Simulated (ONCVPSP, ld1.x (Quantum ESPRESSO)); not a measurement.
## Potentials for F compared

Generated with ld1.x 7.5 (TM, RRKJ, ultrasoft, PAW), atompaw 4.2 or ONCVPSP 4.0.1. The cutoff is in Ry: for ld1.x and atompaw files where the sum of valence levels is converged to 10 mRy in a Bessel basis, for ONCV files where the hardest occupied wave has 1 mHa per electron of residual kinetic energy. The error is the largest all-electron minus pseudo excitation energy over each file’s own four to seven test configurations (ionisations up to +4, promotions, holes and added fractions of an electron), all of which were solved. The labels leave out finer settings (local radius, basis sizes, second energies), which also bear on the numbers. Spin-polarised tests are not counted. The rows are a selection from randomly drawn settings: files with unsolved tests, undetermined cutoffs or missed reference levels are left out.

A true bound ghost makes a file unfit for plane-wave use even where its test errors are small: the radial tests pick states by their node count and pass the ghost by.

```csv
potential,cutoff (Ry),largest error (meV),bound ghosts
"ONCV, LDA (Perdew-Zunger), scalar-relativistic, rc 0.60/1.55 (sp), local s, core correction yes, reference 2s2 2p5, qcut 8.6/9.2, projectors 0/2",212,+1418,none
"ONCV, PBE, scalar-relativistic, rc 0.55/1.55/1.55 (spd), local smoothed, core correction yes, reference 2s1.5 2p5.5, qcut 13.8/7.8/7.2, projectors 2/2/3",118,+610,s
"ONCV, PBE, scalar-relativistic, rc 0.55/1.15 (sp), local smoothed, core correction yes, reference 2s2 2p4.5, qcut 10.7/9.5, projectors 2/1",1277,+70,s
"ONCV, revPBE, scalar-relativistic, rc 0.65/1.25 (sp), local s, core correction yes, reference 2s1.5 2p5.5, qcut 10.8/9.6, projectors 0/2",112,+231,none
"TM, PBE, scalar-relativistic, rc 0.70/1.35 (sp), local smoothed, core correction no, reference 2s2 2p5",140,+1928,none
"ONCV, PBEsol, scalar-relativistic, rc 0.65/1.55 (sp), local smoothed, core correction yes, reference 2s2 2p5, qcut 8.1/9.4, projectors 1/1",481,+963,none
"ONCV, PBEsol, scalar-relativistic, rc 0.75/1.50/1.60 (spd), local smoothed, core correction yes, reference 2s2 2p5, qcut 9/9.4/7.1, projectors 1/2/2",226,+3129,none
```

Question: Fill in the row for F: ONCV, PBE, fully relativistic, rc 0.70/1.00/0.90 (spd), local s, core correction yes, reference 2s2 2p5, qcut 11.2/17.1/9.4, projectors 0/3/3.

Answer: cutoff 149 Ry, largest error +134 meV, bound ghosts: none.
